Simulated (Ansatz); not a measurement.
One change: `BrB(Br)Br` becomes `NB(Br)Br`.

Ansatz, PBE0-D4/def2-TZVP geometries, multiplicity 1. Each molecule was computed in one conformer, which needn't be the lowest.

Scalar relativity is left out up to krypton.

| property | `BrB(Br)Br` |
| --- | --- |
| LUMO energy (PBE/def2-TZVPP) / eV | -2.92 |
| size of the dipole moment (B3LYP/def2-TZVPP) / D | 0.00 |
| ideal-gas entropy at 298 K and 1 bar (rigid rotor, harmonic PBE0-D4/def2-TZVP) / J/(mol·K) | 324 |
| HOMO–LUMO gap (PBE0/def2-TZVPP) / eV | 6.21 |
| HOMO–LUMO gap (PBE/def2-TZVPP) / eV | 4.09 |
| HOMO–LUMO gap (ωB97M-V/def2-TZVPP) / eV | 10.43 |

(1) Give the same properties after the change, and the shifts. (Estimate.)

Results:

(1) The calculation gave: 
| property | `NB(Br)Br` | shift |
| --- | --- | --- |
| LUMO energy (PBE/def2-TZVPP) / eV | -1.12 | 1.80 |
| size of the dipole moment (B3LYP/def2-TZVPP) / D | 2.80 | 2.80 |
| ideal-gas entropy at 298 K and 1 bar (rigid rotor, harmonic PBE0-D4/def2-TZVP) / J/(mol·K) | 317 | -7 |
| HOMO–LUMO gap (PBE0/def2-TZVPP) / eV | 7.92 | 1.71 |
| HOMO–LUMO gap (PBE/def2-TZVPP) / eV | 5.69 | 1.60 |
| HOMO–LUMO gap (ωB97M-V/def2-TZVPP) / eV | 12.19 | 1.76 |

With PBE0 the HOMO rises by 0.21 eV and the LUMO rises by 1.91 eV, so the gap widens by about 1.70 eV. PBE moves the HOMO by 0.20 eV and ωB97M-V by 0.20 eV. The zero-point energy changes by 70.9 kJ/mol with +6 modes.

B3LYP here is the variant with VWN-RPA as its local correlation; programs differ in this.

Spin–orbit coupling is left out; it splits and shifts lone-pair levels of the heavy atoms by tenths of an eV.
